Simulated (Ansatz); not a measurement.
# Match the barriers

Saddle point of GeH$_{4}$S$_{2}$, singlet (GeH₄S₂ ([SH][GeH2][SH]) → GeH₂S ([S][GeH2]) + H₂S (still joined by a long Ge–S bond); bonds formed: S2–H4; bonds broken: S3–H4; bonds weakened to dative contacts: Ge1–S2), PBE0-D4/def2-TZVP structure:

| atom | x (Å) | y (Å) | z (Å) |
| --- | --- | --- | --- |
| Ge1 | -0.8926 | 0.1121 | 0.3033 |
| S2 | 1.5551 | -0.2040 | 0.3407 |
| S3 | -0.7157 | 1.2731 | -1.4418 |
| H4 | 1.0630 | 0.6876 | -0.7196 |
| H5 | -1.0900 | 0.7351 | 1.6994 |
| H6 | -1.4087 | -1.3419 | 0.3034 |
| H7 | 1.4890 | -1.2619 | -0.4855 |

Computed with Ansatz 0.2.0 (basis: def2-TZVPP, with def2-QZVPP for the basis limit); correlated methods freeze the cores. Filled d shells of the heavier atoms are correlated. The def2 sets are not built for correlating such inner shells, so the correlated values are less sure here. Extrapolation: Hartree–Fock as exp(−7.88 √X), correlation as X^−2.97. Four methods, as single points on the PBE0-D4 structures, gave these electronic barriers from the start structure: 1.384, 1.527, 1.718, 2.135 eV.

**Question.** The methods were, in alphabetical order, CCSD(T), HF, PBE-D4, r2SCAN-D4. Which gave which? (Judge from chemistry; the calculation decides.)

**Answer.** The calculation gives: PBE-D4 1.384; r2SCAN-D4 1.527; CCSD(T) 1.718; HF 2.135 eV. For comparison, CCSD(T) at an estimated basis limit (MP2 extrapolated from triple and quadruple zeta, plus CCSD(T) − MP2 in triple zeta) gives 1.655 eV.

T1 diagnostic: at most 0.015.

Labels in which every atom is bracketed show which atoms are joined, not bond orders.

For scale, one of the runs: CCSD(T)/def2-TZVPP, 188 basis functions, launched by `ansatz run in.yaml --threads 4 --pin off --events-out ev --progress --plain --max-ram 9574MiB`. Hardware: 4 CPU threads of an Arm Neoverse V1, shared host. Wall time 42 s; peak host memory 1.8 GiB.
